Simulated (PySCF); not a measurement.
Which element holds Cl most strongly?

CCSD(T) in PySCF with def2-TZVPP on every atom (core potentials on Zr, Mo, Sn), for the lowest determinant that a PBE0 search found; no spin–orbit coupling. D0 is De less the harmonic zero-point energy.

```tsv
M	state (unpaired electrons)	Re (Å)	ωe (cm⁻¹)	D0(MCl) (eV)
Ga	singlet (closed shell)	2.211	377	4.72
Sn	doublet (π ↑)	2.366	355	3.72
Zr	quartet (σ ↑, δ ↑↑)	2.345	390	4.38
Al	singlet (closed shell)	2.146	484	5.06
B	singlet (closed shell)	1.724	842	5.11
Cu	singlet (closed shell)	2.094	392	3.59
Mo	sextet (σ ↑, π ↑↑, δ ↑↑)	2.294	383	3.62
```

Question: Order the elements by D0 and give the energy of SnCl + B → BCl + Sn.

Answer: B > Al > Ga > Zr > Sn > Mo > Cu; ΔE = 3.72 − 5.11 = -1.39 eV at CCSD(T)/def2-TZVPP. Close neighbours can swap at other levels.

Correlated steps freeze the inner cores (5 to 14 orbitals); shallow outer-core shells are correlated. These are scalar-relativistic numbers at best; spin–orbit coupling would shift them, the dissociation energy most. Where the molecule has an RHF reference, its open-shell atoms are computed with UHF. The CCSD T1 diagnostic is raised in CuCl, a sign that a single reference may not be enough there. States were picked by a PBE0 search and need not be the measured ground states.
